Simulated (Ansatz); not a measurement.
Start from `[SiH3][CH2][InH2]` and change one element to get `[SiH3][CH2][GaH2]`.

Ansatz, PBE0-D4/def2-TZVP geometries, multiplicity 1. 

Elements past krypton have def2 core potentials. Scalar relativity is left out up to krypton.

```json
{"property": "zero-point energy (PBE0-D4/def2-TZVP) / kJ/mol", "`[SiH3][CH2][InH2]`": "163.9"}
{"property": "HOMO–LUMO gap (B3LYP/def2-TZVPP) / eV", "`[SiH3][CH2][InH2]`": "5.36"}
{"property": "HOMO–LUMO gap (PBE/def2-TZVPP) / eV", "`[SiH3][CH2][InH2]`": "4.00"}
{"property": "ideal-gas entropy at 298 K and 1 bar (rigid rotor, harmonic PBE0-D4/def2-TZVP) / J/(mol·K)", "`[SiH3][CH2][InH2]`": "351"}
{"property": "HOMO energy (PBE0/def2-TZVPP) / eV", "`[SiH3][CH2][InH2]`": "-7.59"}
{"property": "HOMO energy (ωB97M-V/def2-TZVPP) / eV", "`[SiH3][CH2][InH2]`": "-9.72"}
```

Q: What does the change do to each property? (Estimate.)

A: Ansatz gave: 
| property | `[SiH3][CH2][GaH2]` | shift |
| --- | --- | --- |
| zero-point energy (PBE0-D4/def2-TZVP) / kJ/mol | 168.7 | 4.8 |
| HOMO–LUMO gap (B3LYP/def2-TZVPP) / eV | 5.94 | 0.58 |
| HOMO–LUMO gap (PBE/def2-TZVPP) / eV | 4.45 | 0.45 |
| ideal-gas entropy at 298 K and 1 bar (rigid rotor, harmonic PBE0-D4/def2-TZVP) / J/(mol·K) | 338 | -13 |
| HOMO energy (PBE0/def2-TZVPP) / eV | -8.02 | -0.43 |
| HOMO energy (ωB97M-V/def2-TZVPP) / eV | -10.17 | -0.45 |

With PBE0 the HOMO falls by 0.43 eV and the LUMO rises by 0.16 eV, so the gap widens by about 0.59 eV. PBE moves the HOMO by -0.36 eV and ωB97M-V by -0.45 eV.

B3LYP here is the variant with VWN-RPA as its local correlation; programs differ in this.
